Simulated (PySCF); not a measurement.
**Shifts of the heteroatoms**

Atom-mapped SMILES (the numbers label the heavy atoms): `[CH3:1][C:2]#[C:3][C:4]1=[C:5]([F:6])[O:7][CH:8]=[CH:9][SiH2:10]1` (H(Xn): hydrogen on atom n).

All values are calculated (PySCF 2.14.0 with density-fitted response routines): PBE0/pcSseg-1 with gauge-including orbitals, GFN2-xTB geometry. One computed conformer, rapidly exchanging positions averaged, non-relativistic Hamiltonian, in vacuum.

Problem. Predict the 19F NMR data.

Solution. 
```csv
atoms,environment,σ (ppm),δ (ppm)
F6,vinylic fluorine,223.0,-55.2
```

Shieldings were converted by a linear fit to measured shifts: 19F (scatter 6.0 ppm rms, 7.0 ppm with the 5 outliers that the fit left out vs CFCl3, solution or neat liquid, with a term for F on sp3 carbon). A few per cent of atoms miss by over 2 rms, more outside the fitted compound classes.

On a 600 MHz spectrometer 19F resonates near 564.6 MHz, so 1 ppm is 564.6 Hz.

Problem. What are the 29Si shifts?

Solution. 
| atoms | environment | σ (ppm) | δ (ppm) |
| --- | --- | --- | --- |
| Si10 | silicon bonded to 2 C, 2 H, in a 6-membered ring | 413.8 | -60.1 |

Shieldings were converted by a linear fit to measured shifts: 29Si: δ = 279.94 − 0.822σ (rms 8.9 ppm, 72 shifts, 25.8 ppm with the 6 outliers that the fit left out vs TMS, solution or neat liquid). Occasional misses reach two or three times the rms, and more in compound classes unlike the fitted ones.

On a 400 MHz spectrometer 29Si resonates near 79.5 MHz, so 1 ppm is 79.5 Hz.

Problem. Where does 17O resonate?

Solution. 
```json
{"atoms": "O7", "environment": "ether oxygen", "σ (ppm)": "122.9", "δ (ppm)": "154.7"}
```

Shieldings were converted by a linear fit to measured shifts: 17O (scatter 10.7 ppm rms, 12.2 ppm with the 3 outliers that the fit left out vs liquid water, solution or neat liquid). Occasional misses reach two or three times the rms, and more in compound classes unlike the fitted ones.

On a 500 MHz spectrometer 17O resonates near 67.8 MHz, so 1 ppm is 67.8 Hz.
